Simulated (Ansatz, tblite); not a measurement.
Spin states of KPbBr3, each relaxed with B3LYP-D4/def2-SVP in Ansatz. Electronic energies in the gas phase.

In the def2 sets Pb takes a core potential; there is no spin–orbit coupling. The xTB rows come from tblite. LC-ωPBE has ω = 0.4 bohr⁻¹. Correlated methods freeze 36 core orbitals; core or outer-core shells of K, Pb, Br are correlated, in sets that lack core-valence functions. In the triplet, Br4 and Br5 lie 2.96 Å apart (atoms count from 1), so these atoms are partly bonded to each other. In the quintet, Br3 and Br4 lie 2.94 Å apart, Br4 and Br5 lie 2.94 Å apart (atoms count from 1), so these atoms are partly bonded to each other. The structure comes from a short search, and lower isomers may exist.

Singlet geometry (C3v within 0.1 Å):

```xyz
5

K    -0.1915    1.6014   -1.3252
Pb    0.1553   -1.2991    1.0750
Br    1.9515    0.8376    0.9374
Br    0.1257   -1.5684   -1.7067
Br   -2.0409    0.4285    1.0196
```

Triplet geometry:

Cartesian coordinates in Å:
```
K 1.488 1.060 0.931
Pb -2.188 -0.419 -0.534
Br -1.498 1.914 0.901
Br 0.222 -1.898 0.372
Br 1.975 -0.657 -1.671
```

Quintet geometry (Cs within 0.1 Å):

Cartesian coordinates in Å:
```
K 0.538 -1.826 0.677
Pb -2.521 -0.372 -1.006
Br 1.931 -0.169 -1.623
Br -0.134 1.562 -0.438
Br 0.186 0.805 2.390
```

⟨S²⟩: triplet 2.01 at PBE0-D4/def2-TZVP (pure 2.00), quintet 6.01 at PBE0-D4/def2-TZVP (pure 6.00).

Only these spin states were relaxed. The triplet has other bonds than the singlet, so the gap mixes isomer and spin. The quintet has other bonds than the singlet, so the gap mixes isomer and spin.

```tsv
level	triplet − singlet (kJ/mol)	quintet − singlet (kJ/mol)	lowest of these
GFN1-xTB	385.6	757.5	singlet
GFN2-xTB	354.6	703.5	singlet
HF/def2-TZVP	255.7	521.5	singlet
PBE-D4/def2-TZVP	290.4	583.9	singlet
r2SCAN-D4/def2-TZVP	296.2	594.6	singlet
LC-ωPBE/def2-TZVP	301.3	611.7	singlet
B2PLYP/def2-TZVP	302.8	614.5	singlet
MP2/def2-TZVP	333.5	657.5	singlet
```

The xTB methods have no term that favours high spin, so they put low spin too low.
